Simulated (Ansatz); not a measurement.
Start from `C=NCO[SiH3]` and change one element to get `C=NCS[SiH3]`.

Ansatz, PBE0-D4/def2-TZVP geometries, multiplicity 1. Each molecule was computed in one conformer, which needn't be the lowest.

| property | `C=NCO[SiH3]` |
| --- | --- |
| HOMO energy (PBE/def2-TZVPP) / eV | -6.19 |
| HOMO–LUMO gap (PBE/def2-TZVPP) / eV | 4.73 |
| HOMO energy (B3LYP/def2-TZVPP) / eV | -7.45 |
| HOMO energy (ωB97M-V/def2-TZVPP) / eV | -10.08 |
| LUMO energy (ωB97M-V/def2-TZVPP) / eV | 1.83 |
| LUMO energy (PBE0/def2-TZVPP) / eV | -0.32 |

Task: What does the change do to each property? (Estimate.)

Result: Computed: 
```
                             property  `C=NCS[SiH3]`  shift
    HOMO energy (PBE/def2-TZVPP) / eV          -5.77   0.42
  HOMO–LUMO gap (PBE/def2-TZVPP) / eV           3.73  -1.00
  HOMO energy (B3LYP/def2-TZVPP) / eV          -6.72   0.73
HOMO energy (ωB97M-V/def2-TZVPP) / eV          -9.15   0.93
LUMO energy (ωB97M-V/def2-TZVPP) / eV           1.29  -0.54
   LUMO energy (PBE0/def2-TZVPP) / eV          -0.92  -0.60
```

With PBE0 the HOMO rises by 0.73 eV and the LUMO falls by 0.60 eV, so the gap narrows by about 1.33 eV. PBE moves the HOMO by 0.42 eV and ωB97M-V by 0.93 eV.

B3LYP here is the variant with VWN-RPA as its local correlation; programs differ in this.
